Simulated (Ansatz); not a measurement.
```yaml
crystal:
  periodic: [false, false, false]
  atoms:
    - {symbol: N, position_ang: [-0.636750, 0.773109, -0.616108]}
    - {symbol: Si, position_ang: [0.447887, -0.654866, -1.020501]}
    - {symbol: N, position_ang: [0.512531, -0.803090, 0.754576]}
    - {symbol: Ge, position_ang: [-0.295787, 0.732834, 0.987612]}
    - {symbol: H, position_ang: [-0.795048, 1.708190, -1.310073]}
    - {symbol: H, position_ang: [1.812471, -0.359226, -1.806862]}
    - {symbol: H, position_ang: [-0.174875, -1.748339, -1.804543]}
    - {symbol: H, position_ang: [0.710699, -1.615735, 1.328021]}
    - {symbol: H, position_ang: [-1.892311, 0.337333, 1.906931]}
    - {symbol: H, position_ang: [0.346893, 1.724502, 1.853543]}
basis:
  gaussian: {orbitals: 6-31G, nuclear_model: gaussian}
total_charge: -2
magnetization: {spin_polarized: true, initial_magnetization: 0}
hamiltonian: {xc: {name: B3LYP}, pseudopotentials: {relativity: scalar}}
output: {forces: true}
```

```sh
$ ansatz run in.yaml --threads 4 --pin off --events-out ev --progress --plain --max-ram 10444MiB
```

Output, abridged:

```
Functional definition: B3LYP
860 factors; integrals over basis functions are off by at most 3.8e-4 eV
mean field evaluation 1: about -67940.1637 eV, gradient 2.0e1 eV
mean field evaluation 2: about -67940.4973 eV, gradient 2.1e1 eV
mean field evaluation 4: about -67942.2899 eV, gradient 2.0e0 eV
mean field evaluation 8: about -67942.4815 eV, gradient 2.8e-1 eV
mean field evaluation 16: about -67942.4819 eV, gradient 2.0e-4 eV
mean field -67942.48189724 eV, -2496.8401566555 hartree, gradient 4.8e-6 eV, S^2 0.000000; 4 other end points of the search recorded, 0 dependent functions left out
reference -67942.48219276 eV, -2496.8401675153 hartree; 34, 34 occupied and 38, 38 virtual orbitals, 860 factors
Total energy: -67942.48219276 eV, -2496.8401675153 hartree
Relativity: scalar
Atom 0 at    -0.636750     0.773109    -0.616108 Å, force    -1.881153     4.187890    -9.783340 eV/Å
Atom 1 at     0.447887    -0.654866    -1.020501 Å, force     2.325594    -2.190246    -4.011062 eV/Å
Atom 2 at     0.512531    -0.803090     0.754576 Å, force     1.716110    -2.545587     0.232368 eV/Å
Atom 3 at    -0.295787     0.732834     0.987612 Å, force    -4.306779     2.738391    10.191409 eV/Å
Atom 4 at    -0.795048     1.708190    -1.310073 Å, force     0.743139    -3.749468     2.840190 eV/Å
Atom 5 at     1.812471    -0.359226    -1.806862 Å, force    -0.547296    -0.150563     0.517304 eV/Å
Atom 6 at    -0.174875    -1.748339    -1.804543 Å, force    -0.385121    -0.536816    -0.360525 eV/Å
Atom 7 at     0.710699    -1.615735     1.328021 Å, force    -0.100383     0.845139    -0.473784 eV/Å
Atom 8 at    -1.892311     0.337333     1.906931 Å, force     1.401089     0.482033    -0.337876 eV/Å
Atom 9 at     0.346893     1.724502     1.853543 Å, force     1.034800     0.919227     1.185318 eV/Å
Dipole moment:     0.169036     0.296073     0.471450 e Å
```

Q: Something in this input is off. What?

A: The charge is far from anything that the molecule holds. The run converged. The result belongs to that input, not to the molecule as meant.

B3LYP here is the variant with VWN-RPA as its local correlation; programs differ in this.
